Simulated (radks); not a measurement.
Results of a calculation; reference values are marked as such.
Ionisation of Cr, [Ar] 3d5 4s1, to Cr+, [Ar] 3d5, under several functionals. Scalar-relativistic Kohn-Sham, spin-polarised, spherical densities, finite nucleus; open shells are filled with parallel spins first; a radial shooting solver on a logarithmic mesh with Libxc functionals.

functional                                      E(Cr) (hartree)  Exc (hartree)  IE (eV)  -e(HOMO) (eV)  <r> HOMO (bohr)  IE error (eV)
MS2 meta-GGA                                        -1050.88529      -49.02241    7.356          3.707            1.478         +0.589
LDA (Slater exchange, Perdew-Wang correlation)      -1048.66568      -46.76146    7.598          3.886            1.473         +0.832
BP86                                                -1051.10674      -49.25038    7.538          3.827            1.477         +0.771
LDA (Slater exchange, VWN5 correlation)             -1048.67540      -46.77175    7.598          3.890            1.472         +0.831
r2SCAN                                              -1050.95919      -49.10981    7.355          3.871            1.461         +0.589
OLYP                                                -1051.15316      -49.35722    6.916          3.533            1.453         +0.150
exchange-only PBE                                   -1049.74484      -47.83807    7.223          3.253            1.504         +0.457
exchange-only r2SCAN                                -1049.96112      -48.07735    6.966          3.287            1.481         +0.200
RPBE                                                -1050.91178      -49.05611    7.297          3.673            1.474         +0.531
XLYP                                                -1051.21024      -49.35732    7.273          3.500            1.475         +0.507

NIST Atomic Spectra Database: 6.767 eV (measured). Closest: OLYP. The Delta-SCF values span 0.68 eV, the total energies 2.54 hartree. The highest occupied level is 3d. Open shells are spherical and high-spin; term and fine-structure splittings are not resolved.
